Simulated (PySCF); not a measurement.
In(Cl)2(Ph), C6H5Cl2In, SMILES [Cl][In]([Cl])[c]1ccccc1, singlet at its PBE0/def2-SVP optimised geometry (Å):

```
14

In    -2.3621     0.0015     0.0000
Cl    -3.6486     1.9621     0.0000
Cl    -3.6218    -1.9772     0.0012
C     -0.2390     0.0015     0.0000
C      0.4595    -1.2134     0.0038
C      1.8543    -1.2171     0.0046
C      2.5557    -0.0118     0.0013
C      1.8654     1.2002    -0.0028
C      0.4706     1.2100    -0.0033
H     -0.0798    -2.1650     0.0062
H      2.3951    -2.1669     0.0077
H      3.6486    -0.0169     0.0019
H      2.4155     2.1446    -0.0055
H     -0.0591     2.1669    -0.0062
```

Level of theory: PBE0/def2-TZVP, def2 effective core potentials past Kr run with PySCF 2.14.0. The core electrons that the potentials of In replace are not part of the density. Cells within 0.4 Å of a nucleus heavier than hydrogen are left out (blank, or x).

Map of the electrostatic potential (hartree/e), clipped to [-0.08, 0.12] on the plane z = 0.0 Å:

```
|111111111122222222222222222|
|111111111122222222222222222|
|111111111122222222222222222|
|111111111122222222222222222|
|111100001122223333333322222|
|100111000122333333333332222|
|000245310123554334554333222|
|001699961135998547996433222|
|00199x993247999889998433322|
|00199x997557999999997433332|
|00089999999799x99x996433332|
|00029999999999x99x999654333|
|000159999999999999999995433|
|00015999x999xx9999xx9996433|
|000159999999999999999995433|
|00029999999999x99x999654333|
|00079999999799x99x996443332|
|00199x997557999999996433332|
|00199x994247999889997433322|
|001699971135998448996433222|
|000146410123554334554333222|
|100111000122333333333332222|
|111000001122223333333322222|
|111111111122222222222222222|
|111111111122222222222222222|
|111111111112222222222222222|
|111111111122222222222222222|
```
Scale: ten equal steps from -0.031 (start of '0') to 0.120 (end of '9'), in the order '0123456789'; x runs from -6.00 to 6.00, y from -6.00 (bottom) to 6.00 (top).
